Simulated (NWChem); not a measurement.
System: CHBrCl$_{2}$; SMILES C(Br)(Cl)Cl

Output (shortened):

```
             Northwest Computational Chemistry Package (NWChem) 7.3.0
             --------------------------------------------------------

                             Geometry "geometry" -> ""
                             -------------------------

 Output coordinates in angstroms (scale by  1.889725989 to convert to a.u.)

  No.       Tag          Charge          X              Y              Z
 ---- ---------------- ---------- -------------- -------------- --------------
    1 Cl                  17.0000    -0.07810700     1.32470800    -1.47488700
    2 C                    6.0000     0.48327400     0.49680500     0.00000000
    3 Cl                  17.0000    -0.07810700     1.32470800     1.47488700
    4 Br                  35.0000    -0.03395300    -1.40036600     0.00000000
    5 H                    1.0000     1.56804500     0.51328300     0.00000000

 Effective nuclear repulsion energy (a.u.)     390.1305237744

                              NWChem Property Module
                              ----------------------

  itol2e modified to match energy
  convergence criterion.

                                 NWChem DFT Module
                                 -----------------

 Summary of "ao basis" -> "ao basis" (spherical)
 ------------------------------------------------------------------------------
       Tag                 Description            Shells   Functions and Types
 ---------------- ------------------------------  ------  ---------------------
 Cl                         pcsseg-1                10       24   4s5p1d
 C                          pcsseg-1                 7       17   3s3p1d
 Br                         pcsseg-1                15       41   5s7p3d
 H                          pcsseg-1                 3        5   2s1p

  itol2e modified to match energy
  convergence criterion.

[...]

          -----------------------------------------
          Chemical Shielding Tensors (GIAO, in ppm)
          -----------------------------------------

                                NWChem CPHF Module
                                ------------------

  scftype          =     RHF
  nclosed          =       38
  nopen            =        0
  variables        =     2774
  # of vectors     =        3
  tolerance        = 0.10D-03
  level shift      = 0.00D+00
  max iterations   =       50
  max subspace     =       30

 SCF residual:    6.7727785092678677E-005

Iterative solution of linear equations
  No. of variables     2774
  No. of equations        3
  Maximum subspace       30
        Iterations       50
       Convergence  1.0D-04

   iter   nsub   residual    time
   ----  ------  --------  ---------
     1      3    5.32D-05      72.1

      Atom:    1  Cl
        Diamagnetic
   1142.0159     -1.5899      2.8003
     -1.5899   1147.2262     -6.4805
      2.8003     -6.4805   1153.3407

        Paramagnetic
  -1050.7239    -70.8032     94.6689
    -70.8032   -599.5138   -203.2946
     94.6689   -203.2946   -380.4893

        Total Shielding Tensor
     91.2920    -72.3930     97.4692
    -72.3930    547.7124   -209.7751
     97.4692   -209.7751    772.8514

           isotropic =     470.6186
          anisotropy =     668.1540

          Principal Components and Axis System
                 1           2           3
              916.0546    422.6149     73.1864

      1         0.1450     -0.0334      0.9889
      2        -0.5110      0.8533      0.1037
      3         0.8473      0.5204     -0.1067

      Atom:    2  C
        Diamagnetic
    238.6656      0.2157      0.0000
      0.2157    257.8386      0.0000
      0.0000      0.0000    254.1474

        Paramagnetic
   -212.3117      0.8529      0.0000
      0.8529   -163.9530     -0.0000
      0.0000     -0.0000   -162.5087

        Total Shielding Tensor
     26.3539      1.0686      0.0000
      1.0686     93.8857     -0.0000
      0.0000     -0.0000     91.6387

           isotropic =      70.6261
          anisotropy =      34.9147

          Principal Components and Axis System
                 1           2           3
               93.9026     91.6387     26.3370

      1         0.0158      0.0000      0.9999
      2         0.9999      0.0000     -0.0158
      3        -0.0000      1.0000     -0.0000

      Atom:    3  Br
        Diamagnetic
   3119.5753      3.5596     -0.0000
      3.5596   3135.5121     -0.0000
     -0.0000     -0.0000   3119.7249

        Paramagnetic
  -2790.2188    418.8161     -0.0000
    418.8161   -428.5833     -0.0000
     -0.0000     -0.0000  -2081.7793

        Total Shielding Tensor
    329.3565    422.3757     -0.0000
    422.3757   2706.9288     -0.0000
     -0.0000     -0.0000   1037.9456

           isotropic =    1358.0770
          anisotropy =    2132.4861

          Principal Components and Axis System
                 1           2           3
             2779.7344   1037.9456    256.5509

      1         0.1699     -0.0000      0.9855
      2         0.9855      0.0000     -0.1699
      3        -0.0000      1.0000      0.0000

      Atom:    4  H
        Diamagnetic
     39.4212      1.3925      0.0000
      1.3925     24.1932      0.0000
      0.0000      0.0000     22.5387

        Paramagnetic
    -13.7522     -0.1586      0.0000
     -0.1586     -1.2294     -0.0000
      0.0000     -0.0000     -1.5939

[...]
```

Level: KT2/pcSseg-1, GIAO. Coordinates come from a B3LYP/6-31G* (spherical d) optimisation. The output numbers the shielded atoms by their place in the input's list. The printed shielding anisotropy is the first printed principal value minus the mean of the other two.

Problem. Which NWChem input produces such a log?

Solution. One answer among several that fit: the input that was run:
```
start job
memory heap 200 mb stack 900 mb global 1100 mb
geometry units angstroms noautosym nocenter noautoz
  Cl    -0.078107     1.324708    -1.474887
  C      0.483274     0.496805     0.000000
  Cl    -0.078107     1.324708     1.474887
  Br    -0.033953    -1.400366     0.000000
  H      1.568045     0.513283     0.000000
end
basis spherical
  * library pcsseg-1
end
dft
  xc kt2
  iterations 150
end
property
  shielding 4 1 2 4 5
end
task dft property
```
